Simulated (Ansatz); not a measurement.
Ga(OCMe2)H3 (C3H9GaO), 14 atoms. Hardware: 4 threads of Arm Neoverse V2 on a shared host.

Correlated methods freeze 13 core orbitals; core or outer-core shells of Ga are correlated, in sets that lack core-valence functions.

(1) How many basis functions does each of these Ansatz runs have, and roughly what does it cost? CAM-B3LYP-D4/def2-TZVP, charge 0 singlet, energy, from earlier orbitals; PBE0-D4/def2-TZVP, charge 0 singlet, energy, from earlier orbitals; LDA (SPW92)/def2-TZVP, charge 0 singlet, energy, from earlier orbitals; PBE-D4/def2-TZVP, charge 0 singlet, energy and forces, from earlier orbitals; MP2/def2-TZVP, charge 0 singlet, energy, from earlier orbitals; PBE-D4/def2-SVP, charge 0 singlet, energy, from earlier orbitals; HSE06-D4/def2-TZVP, charge 0 singlet, energy, from earlier orbitals; r2SCAN-D4/def2-SVP, charge 0 singlet, relaxation, 6 steps; CCSD(T)/def2-SVP, charge 0 singlet, energy, from earlier orbitals; PBE0-D4/def2-SVP, charge 0 singlet, energy, from earlier orbitals; r2SCAN-D4/def2-TZVP, charge 0 singlet, energy, from earlier orbitals.

## Answers

(1) Other jobs shared the machine, so times can vary by a factor of up to 3. A dash marks memory too small to be measured apart from the calling script's.

```json
{"run": "LDA (SPW92)/def2-TZVP, charge 0 singlet, energy, from earlier orbitals", "functions": "226", "fitting or Cholesky vectors": "1455", "wall time": "1.5 s", "peak host memory (GiB)": "–"}
{"run": "PBE-D4/def2-SVP, charge 0 singlet, energy, from earlier orbitals", "functions": "133", "fitting or Cholesky vectors": "1494", "wall time": "1.6 s", "peak host memory (GiB)": "–"}
{"run": "PBE0-D4/def2-SVP, charge 0 singlet, energy, from earlier orbitals", "functions": "133", "fitting or Cholesky vectors": "1528", "wall time": "2.1 s", "peak host memory (GiB)": "–"}
{"run": "PBE-D4/def2-TZVP, charge 0 singlet, energy and forces, from earlier orbitals", "functions": "226", "fitting or Cholesky vectors": "1455", "wall time": "3.1 s", "peak host memory (GiB)": "–"}
{"run": "MP2/def2-TZVP, charge 0 singlet, energy, from earlier orbitals", "functions": "226", "fitting or Cholesky vectors": "1570", "wall time": "3.8 s", "peak host memory (GiB)": "0.57"}
{"run": "HSE06-D4/def2-TZVP, charge 0 singlet, energy, from earlier orbitals", "functions": "226", "fitting or Cholesky vectors": "1500", "wall time": "4.2 s", "peak host memory (GiB)": "0.68"}
{"run": "CAM-B3LYP-D4/def2-TZVP, charge 0 singlet, energy, from earlier orbitals", "functions": "226", "fitting or Cholesky vectors": "1490", "wall time": "4.5 s", "peak host memory (GiB)": "0.74"}
{"run": "PBE0-D4/def2-TZVP, charge 0 singlet, energy, from earlier orbitals", "functions": "226", "fitting or Cholesky vectors": "1500", "wall time": "5 s", "peak host memory (GiB)": "0.65"}
{"run": "r2SCAN-D4/def2-TZVP, charge 0 singlet, energy, from earlier orbitals", "functions": "226", "fitting or Cholesky vectors": "1455", "wall time": "5.5 s", "peak host memory (GiB)": "–"}
{"run": "r2SCAN-D4/def2-SVP, charge 0 singlet, relaxation, 6 steps", "functions": "133", "fitting or Cholesky vectors": "1494", "wall time": "14 s", "peak host memory (GiB)": "–"}
{"run": "CCSD(T)/def2-SVP, charge 0 singlet, energy, from earlier orbitals", "functions": "133", "fitting or Cholesky vectors": "1358", "wall time": "22 s", "peak host memory (GiB)": "0.95"}
```
